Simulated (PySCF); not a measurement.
SMILES C=[CH][Al]([NH2])[OH], singlet (B3LYP/def2-SVP optimised geometry):

```
11

Al    -0.130     0.722     0.000
C     -1.147    -0.935     0.003
C     -0.608    -2.165     0.059
H     -2.245    -0.889    -0.041
H     -1.215    -3.080     0.061
H      0.476    -2.331     0.109
O     -1.024     2.178     0.000
H     -0.696     3.080    -0.008
N      1.648     0.722     0.000
H      2.245     1.543     0.014
H      2.226    -0.113    -0.017
```

Calculation: B3LYP/def2-TZVP (PySCF 2.14.0).

### Question
What are the frontier orbital energies and the dipole moment?

### Answer
HOMO-2 -8.07 eV, HOMO-1 -7.61 eV, HOMO -6.99 eV, LUMO -0.82 eV, LUMO+1 -0.16 eV; dipole moment 1.82 D.

On the same geometry PBE/def2-TZVP run with PySCF 2.14.0 gives HOMO-2 -6.92 eV, HOMO-1 -6.71 eV, HOMO -5.83 eV, LUMO -1.55 eV, LUMO+1 -0.66 eV; dipole moment 1.79 D.

Meta-Löwdin charges at B3LYP/def2-TZVP: Al1 1.01, C2 -0.39, C3 -0.20, H4 0.12, H5 0.11, H6 0.10, O7 -0.78, H8 0.34, N9 -0.76, H10 0.23, H11 0.23.
